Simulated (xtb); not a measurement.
xtb input for C₂H₇FSi₂, SMILES C(/[SiH2]F)=C/[SiH3], GFN2-xTB. 

```
$ xtb mol.xyz --gfn 2 --sp --chrg 0 --uhf 0 --json
$ cat mol.xyz
12

F     -1.41194041     1.18018721     0.33761908
Si    -1.00575741     0.65575451    -1.13336755
C     -0.10600685    -0.98584058    -0.98929438
C      0.78350182    -1.33584932    -0.06019367
Si     1.40060775    -0.28044386     1.37650097
H     -0.18265062     1.72428975    -1.68555173
H     -2.28423670     0.48488868    -1.81264393
H     -0.35464607    -1.71397454    -1.75775419
H      1.20123545    -2.33825859    -0.11438877
H      1.52151057     1.11908666     0.96870786
H      2.72450253    -0.79905288     1.74331258
H      0.48887383    -0.42287384     2.51280666
```

Program output:

```
[banner left out]
          |                Calculation Setup                |
           -------------------------------------------------



           -------------------------------------------------
          |                 G F N 2 - x T B                 |
           -------------------------------------------------

        Reference                      10.1021/acs.jctc.8b01176
      * Hamiltonian:
        H0-scaling (s, p, d)           1.850000    2.230000    2.230000
        zeta-weighting                 0.500000
      * Dispersion:
        s8                             2.700000
        a1                             0.520000
        a2                             5.000000
        s9                             5.000000
      * Repulsion:
        kExp                           1.500000    1.000000
        rExp                           1.000000
      * Coulomb:
        alpha                          2.000000
        third order                    shell-resolved
        anisotropic                    true
        a3                             3.000000
        a5                             4.000000
        cn-shift                       1.200000
        cn-exp                         4.000000
        max-rad                        5.000000


          ...................................................
          :                      SETUP                      :
          :.................................................:
          :  # basis functions                  39          :
          :  # atomic orbitals                  37          :
          :  # shells                           19          :
          :  # electrons                        30          :
          :  max. iterations                   250          :
          :  Hamiltonian                  GFN2-xTB          :
          :  restarted?                      false          :
          :  GBSA solvation                  false          :
          :  PC potential                    false          :
          :  electronic temp.          300.0000000     K    :
          :  accuracy                    1.0000000          :
          :  -> integral cutoff          0.2500000E+02      :
          :  -> integral neglect         0.1000000E-07      :
          :  -> SCF convergence          0.1000000E-05 Eh   :
          :  -> wf. convergence          0.1000000E-03 e    :
          :  Broyden damping             0.4000000          :
          :  net charge                          0          :
          :  unpaired electrons                  0          :
          ...................................................

 iter      E             dE          RMSdq      gap      omega  full diag
   1    -16.1172436 -0.161172E+02  0.596E+00    3.93       0.0  T
   2    -16.2218795 -0.104636E+00  0.262E+00    3.62       1.0  T
   3    -16.2252468 -0.336735E-02  0.205E+00    3.57       1.0  T
   4    -16.2287090 -0.346220E-02  0.125E+00    3.59       1.0  T
   5    -16.2275699  0.113916E-02  0.643E-01    3.61       1.0  T
   6    -16.2283988 -0.828916E-03  0.306E-01    3.60       1.0  T
   7    -16.2290138 -0.614988E-03  0.110E-01    3.60       1.0  T
   8    -16.2290075  0.632038E-05  0.488E-02    3.60       1.0  T
   9    -16.2290167 -0.921334E-05  0.116E-02    3.60       2.5  T
  10    -16.2290168 -0.113715E-06  0.510E-03    3.60       5.7  T
  11    -16.2290169 -0.717858E-07  0.237E-03    3.60      12.2  T
  12    -16.2290169 -0.117800E-07  0.593E-04    3.60      48.7  T
  13    -16.2290169 -0.100956E-08  0.250E-04    3.60     115.5  T

   *** convergence criteria satisfied after 13 iterations ***

         #    Occupation            Energy/Eh            Energy/eV
      -------------------------------------------------------------
         1        2.0000           -0.8402779             -22.8651
       ...           ...                  ...                  ...
         9        2.0000           -0.4904431             -13.3456
        10        2.0000           -0.4374723             -11.9042
        11        2.0000           -0.4287698             -11.6674
        12        2.0000           -0.4252301             -11.5711
        13        2.0000           -0.4192630             -11.4087
        14        2.0000           -0.4072256             -11.0812
        15        2.0000           -0.3870309             -10.5316 (HOMO)
        16                         -0.2545997              -6.9280 (LUMO)
        17                         -0.1858548              -5.0574
        18                         -0.1714660              -4.6658
        19                         -0.1685690              -4.5870
        20                         -0.1643917              -4.4733
       ...                                ...                  ...
        37                          0.8733285              23.7645
      -------------------------------------------------------------
                  HL-Gap            0.1324311 Eh            3.6036 eV
             Fermi-level           -0.3208153 Eh           -8.7298 eV

 SCC (total)                   0 d,  0 h,  0 min,  0.007 sec
 SCC setup                      ...        0 min,  0.000 sec (  1.540%)
 Dispersion                     ...        0 min,  0.000 sec (  0.799%)
 classical contributions        ...        0 min,  0.000 sec (  0.352%)
 integral evaluation            ...        0 min,  0.001 sec ( 20.871%)
 iterations                     ...        0 min,  0.003 sec ( 48.704%)
 molecular gradient             ...        0 min,  0.002 sec ( 26.780%)
 printout                       ...        0 min,  0.000 sec (  0.825%)

         :::::::::::::::::::::::::::::::::::::::::::::::::::::
         ::                     SUMMARY                     ::
         :::::::::::::::::::::::::::::::::::::::::::::::::::::
         :: total energy             -16.061464850837 Eh    ::
         :: gradient norm              0.000213550414 Eh/a0 ::
         :: HOMO-LUMO gap              3.603634848627 eV    ::
         ::.................................................::
         :: SCC energy               -16.229004269881 Eh    ::
         :: -> isotropic ES            0.037048761051 Eh    ::
         :: -> anisotropic ES          0.003493837436 Eh    ::
         :: -> anisotropic XC          0.007552521587 Eh    ::
         :: -> dispersion             -0.008376505799 Eh    ::
         :: repulsion energy           0.167539419044 Eh    ::
         :: add. restraining           0.000000000000 Eh    ::
         :: total charge               0.000000000000 e     ::
         :::::::::::::::::::::::::::::::::::::::::::::::::::::

           -------------------------------------------------
          |                Property Printout                |
           -------------------------------------------------

    * Orbital Energies and Occupations

         #    Occupation            Energy/Eh            Energy/eV
      -------------------------------------------------------------
         1        2.0000           -0.8402779             -22.8651
       ...           ...                  ...                  ...
         3        2.0000           -0.6742942             -18.3485
         4        2.0000           -0.5951767             -16.1956
         5        2.0000           -0.5227447             -14.2246
         6        2.0000           -0.5037663             -13.7082
         7        2.0000           -0.5030632             -13.6890
         8        2.0000           -0.4934711             -13.4280
         9        2.0000           -0.4904431             -13.3456
        10        2.0000           -0.4374723             -11.9042
        11        2.0000           -0.4287698             -11.6674
        12        2.0000           -0.4252301             -11.5711
        13        2.0000           -0.4192630             -11.4087
        14        2.0000           -0.4072256             -11.0812
        15        2.0000           -0.3870309             -10.5316 (HOMO)
        16                         -0.2545997              -6.9280 (LUMO)
        17                         -0.1858548              -5.0574
        18                         -0.1714660              -4.6658
        19                         -0.1685690              -4.5870
        20                         -0.1643917              -4.4733
        21                         -0.1520945              -4.1387
        22                         -0.1240145              -3.3746
        23                         -0.0679003              -1.8477
        24                         -0.0431301              -1.1736
        25                         -0.0289255              -0.7871
        26                          0.0018130               0.0493
       ...                                ...                  ...
        37                          0.8733285              23.7645
      -------------------------------------------------------------
                  HL-Gap            0.1324311 Eh            3.6036 eV
             Fermi-level           -0.3208153 Eh           -8.7298 eV

     #   Z          covCN         q      C6AA      α(0)
     1   9 F        0.705    -0.286    12.178     4.121
     2  14 Si       3.435     0.532   103.184    19.849
     3   6 C        2.794    -0.136    31.474     9.190
     4   6 C        2.794    -0.131    31.316     9.167
     5  14 Si       3.642     0.446    98.929    19.074
     6   1 H        0.920    -0.079     4.884     3.456
     7   1 H        0.920    -0.082     4.966     3.485
     8   1 H        0.925     0.016     2.787     2.611
     9   1 H        0.925     0.019     2.741     2.589
    10   1 H        0.918    -0.097     5.471     3.658
    11   1 H        0.917    -0.111     5.973     3.823
    12   1 H        0.918    -0.091     5.263     3.588

 Mol. C6AA /au·bohr⁶  :       2417.694077
 Mol. C8AA /au·bohr⁸  :      86288.256358
 Mol. α(0) /au        :         84.611144


Wiberg/Mayer (AO) data.
largest (>0.10) Wiberg bond orders for each atom

 ---------------------------------------------------------------------------
     #   Z sym  total        # sym  WBO       # sym  WBO       # sym  WBO
 ---------------------------------------------------------------------------
     1   9 F    1.170 --     2 Si   1.077
     2  14 Si   3.822 --     1 F    1.077     3 C    0.918     7 H    0.888
                             6 H    0.887
     3   6 C    3.976 --     4 C    1.960     8 H    0.974     2 Si   0.918
     4   6 C    3.962 --     3 C    1.960     9 H    0.974     5 Si   0.908
     5  14 Si   3.634 --     4 C    0.908    10 H    0.896    12 H    0.895
                            11 H    0.894
     6   1 H    0.994 --     2 Si   0.887
     7   1 H    0.993 --     2 Si   0.888
     8   1 H    1.000 --     3 C    0.974
     9   1 H    1.000 --     4 C    0.974
    10   1 H    0.991 --     5 Si   0.896
    11   1 H    0.988 --     5 Si   0.894
    12   1 H    0.992 --     5 Si   0.895
 ---------------------------------------------------------------------------

Topologies differ in total number of bonds
Writing topology from bond orders to xtbtopo.mol

molecular dipole:
                 x           y           z       tot (Debye)
 q only:        0.245      -0.069      -0.395
   full:        0.213      -0.333      -0.572       1.768
molecular quadrupole (traceless):
                xx          xy          yy          xz          yz          zz
 q only:       -0.941       1.284      -1.469       2.442      -1.726       2.411
  q+dip:       -1.484       1.457       0.518       2.176      -1.376       0.966
   full:       -1.720       1.446       0.192       1.897      -1.063       1.529


           -------------------------------------------------
          | TOTAL ENERGY              -16.061464850837 Eh   |
          | GRADIENT NORM               0.000213550414 Eh/α |
Note: The following floating-point exceptions are signalling: IEEE_UNDERFLOW_FLAG IEEE_DENORMAL
normal termination of xtb
          | HOMO-LUMO GAP               3.603634848627 eV   |
           -------------------------------------------------

------------------------------------------------------------------------
------------------------------------------------------------------------
 total:
 SCF:
```

The run converged.
